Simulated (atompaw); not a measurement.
## Which change was made? (Ag, PAW (atompaw))

Ag, PAW, made with atompaw 4.2.0.5 (LDA (PW92), scalar-relativistic). Core [Kr], reference 4d10 5s0.5 5p0 (charge +0.5). Waves: 5s (bound): rc 3.00 bohr; 5s channel at 0.45 Ry: rc 2.70 bohr; 5p (bound, empty): rc 3.00 bohr; 5p channel at 1.4 Ry: rc 3.00 bohr; 4d (bound): rc 3.00 bohr; 4d channel at 0.75 Ry: rc 1.85 bohr. Local part: troulliermartins scheme with l = 3 at 0 Ry, radius 2.50 bohr. Core correction: smooth core density matched at 2.30 bohr. Augmentation charge: sinc compensation charge, radius 2.65 bohr; PAW radius 3.00 bohr; waves and projectors: custom rrkj vanderbiltortho.

Cutoffs, loose and tight: the cutoffs (Ry, on a coarse ladder) from which the occupation-weighted sum of valence levels, in a spherical-Bessel basis at the reference potential, stays within 10 and 1 mRy of its value at 400 Ry. They see the waves, projectors and local potential, not the compensation charge or the core.

The base gives: outcome: generated; cutoff, loose: 12 Ry; cutoff, tight: 18 Ry; bound ghosts: s.

After one change the result is: outcome: generated; cutoff, loose: 18 Ry; cutoff, tight: 30 Ry; bound ghosts: s, p. Which change was it?
A. all radii scaled by about 1.27 (s 3.82, p 3.82, d 3.82 bohr); local potential troulliermartins scheme with l = 3 at 0 Ry, radius 3.18 bohr; augmentation sinc compensation charge, radius 3.36 bohr; PAW radius 3.82 bohr; waves and projectors: custom rrkj vanderbiltortho; core correction smooth core density matched at 2.92 bohr
B. all radii scaled by about 0.80 (s 2.40, p 2.40, d 2.40 bohr); local potential troulliermartins scheme with l = 3 at 0 Ry, radius 2.00 bohr; augmentation sinc compensation charge, radius 2.12 bohr; PAW radius 2.40 bohr; waves and projectors: custom rrkj vanderbiltortho; core correction smooth core density matched at 1.84 bohr
C. all radii scaled by about 0.87 (s 2.62, p 2.62, d 2.62 bohr); local potential troulliermartins scheme with l = 3 at 0 Ry, radius 2.18 bohr; augmentation sinc compensation charge, radius 2.32 bohr; PAW radius 2.62 bohr; waves and projectors: custom rrkj vanderbiltortho; core correction smooth core density matched at 2.02 bohr

B. The others give: all radii scaled by about 0.87 (s 2.62, p 2.62, d 2.62 bohr); local potential troulliermartins scheme with l = 3 at 0 Ry, radius 2.18 bohr; augmentation sinc compensation charge, radius 2.32 bohr; PAW radius 2.62 bohr; waves and projectors: custom rrkj vanderbiltortho; core correction smooth core density matched at 2.02 bohr → outcome: generated; cutoff, loose: 15 Ry; cutoff, tight: 25 Ry; bound ghosts: s | all radii scaled by about 1.27 (s 3.82, p 3.82, d 3.82 bohr); local potential troulliermartins scheme with l = 3 at 0 Ry, radius 3.18 bohr; augmentation sinc compensation charge, radius 3.36 bohr; PAW radius 3.82 bohr; waves and projectors: custom rrkj vanderbiltortho; core correction smooth core density matched at 2.92 bohr → outcome: generated; cutoff, loose: 8 Ry; cutoff, tight: 8 Ry; bound ghosts: none.
